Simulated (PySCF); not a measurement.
Zn(Et)(OMe), SMILES C[CH2][Zn][O]C, singlet (PBE0/def2-SVP optimised geometry):

```
13

Zn    -0.074    -0.254     0.000
C     -2.007    -0.083     0.000
C     -2.528     1.348     0.123
H     -2.397    -0.705     0.824
H     -2.383    -0.550    -0.927
H     -2.186     1.988    -0.706
H     -2.201     1.832     1.057
H     -3.632     1.382     0.116
O      1.705    -0.254     0.000
C      2.589    -1.316    -0.025
H      2.488    -1.963    -0.923
H      3.632    -0.943    -0.031
H      2.507    -1.988     0.857
```

Calculation: PBE0/def2-TZVP (PySCF).

Problem. What are the frontier orbital energies and the dipole moment?

Solution. HOMO-2 -7.99 eV, HOMO-1 -7.24 eV, HOMO -7.06 eV, LUMO -0.25 eV, LUMO+1 0.03 eV; dipole moment 1.72 D.

On the same geometry PySCF with PBE/def2-TZVP gives HOMO-2 -6.81 eV, HOMO-1 -5.89 eV, HOMO -5.57 eV, LUMO -1.04 eV, LUMO+1 -0.73 eV; dipole moment 1.66 D.

Meta-Löwdin charges at PBE0/def2-TZVP: Zn1 1.14, C2 -0.65, C3 -0.33, H4 0.11, H5 0.11, H6 0.11, H7 0.11, H8 0.11, O9 -0.87, C10 -0.10, H11 0.08, H12 0.10, H13 0.08.
